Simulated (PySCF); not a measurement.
**Shapes and spin states of NiF₄**

Computed with PySCF, B3LYP, basis Ni def2-SVP, F def2-SVP (no relativity, density fitting).

Relaxations began from a few typed shapes and spin states; open shells are unrestricted. The search is not exhaustive: other isomers or separated fragments can lie lower, and high-lying points may rest on an excited occupation.

Task: Order these stationary points by electronic energy, lowest first, in kJ/mol from the lowest minimum.
A. quintet D4h: Ni–F 1.773 Å (×4); F–Ni–F 90.0° (×4), F–Ni–F 180.0° (×2)
B. triplet D2d: Ni–F 1.718 Å (×4); F–Ni–F 97.2° (×4), F–Ni–F 138.6° (×2)
C. broken-symmetry Ms = 0 (⟨S²⟩ 0.80) C2v: Ni–F 1.716 Å (×4); F–Ni–F 98.4° (×4), F–Ni–F 113.9°, F–Ni–F 148.9°
D. triplet D4h: Ni–F 1.717 Å (×4); F–Ni–F 90.0° (×4), F–Ni–F 180.0° (×2)
E. singlet (closed shell, unstable to spin polarisation) C2v: Ni–F 1.695 Å (×2), Ni–F 1.723 Å (×2); F–Ni–F 97.4° (×4), F–Ni–F 102.1°, F–Ni–F 156.5°
F. singlet (closed shell, unstable to spin polarisation) D2h: Ni–F 1.720 Å (×4); F–Ni–F 88.6° (×2), F–Ni–F 91.4° (×2), F–Ni–F 180.0° (×2)
G. quintet D2d: Ni–F 1.747 Å (×4); F–Ni–F 106.7° (×2), F–Ni–F 110.9° (×4)

Result: G (0.0), B (8.9), D (25.1), C (52.9), E (64.1), A (133.2), F (147.2).

Task: Which of them are minima?

Result: By energy in kJ/mol, 0.0: minimum; 8.9: minimum; 25.1: saddle point, 1 imaginary mode; 52.9: saddle point, 1 imaginary mode; 64.1: minimum of the closed-shell surface only; 133.2: saddle point, 1 imaginary mode; 147.2: saddle point, 1 imaginary mode.

Formally Ni is in oxidation state +4, d6, with 4 unpaired electrons (the high-spin count). The Mulliken spin on Ni is 2.07. The polar-tensor charge on Ni, 1.09, is far below the formal one.

For the lowest minimum: open d and f shells are described by one determinant, and the ground state may have another occupation or spin.

The electron or spin density has lower symmetry than the nuclear frame for the broken-symmetry Ms = 0 (⟨S²⟩ 0.80) C2v at 52.9 kJ/mol.
